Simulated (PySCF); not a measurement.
**From PBE0 to CCSD(T): MF along the fifth-period p block**

PBE0 and CCSD(T) in PySCF with def2-TZVPP on every atom (core potentials on Sn, Sb, Te, I), for the lowest determinant that a PBE0 search found; no spin–orbit coupling.

| molecule | state (unpaired electrons) | PBE0 Re (Å) | PBE0 ωe (cm⁻¹) | PBE0 De (eV) | CCSD(T) Re (Å) | CCSD(T) ωe (cm⁻¹) | CCSD(T) De (eV) |
| --- | --- | --- | --- | --- | --- | --- | --- |
| SnF | doublet (π ↑) | 1.947 | 581 | 4.86 | ? | ? | ? |
| SbF | triplet (π ↑↑) | 1.920 | 614 | 4.08 | 1.919 | 619 | 3.85 |
| TeF | doublet (π ↑) | 1.904 | 633 | 3.49 | 1.906 | 629 | 3.29 |
| IF | singlet (closed shell) | 1.904 | 636 | 2.86 | 1.911 | 619 | 2.73 |

Q: Estimate the CCSD(T) values of SnF by adding the mean shift from PBE0 to CCSD(T) of the other rows, and compare with the calculation.

A: The mean shifts are +0.3 pm, -5 cm⁻¹ and -0.19 eV, which give 1.950 Å, 576 cm⁻¹ and 4.67 eV. CCSD(T)/def2-TZVPP gives Re = 1.943 Å, ωe = 593 cm⁻¹, De = 4.76 eV.

Q: What are the mean differences of PBE0 from CCSD(T) over the whole series?

A: Re -0.1 pm, ωe +1 cm⁻¹, De +0.17 eV.

In a basis of this size CCSD(T) is itself not converged; it tends to give bonds that are too long and too weak.

Correlated steps freeze 5 core orbitals. Spin–orbit coupling is left out, which matters for elements this heavy, above all for dissociation energies. Where the molecule has an RHF reference, its open-shell atoms are computed with UHF. States were picked by a PBE0 search and need not be the measured ground states.
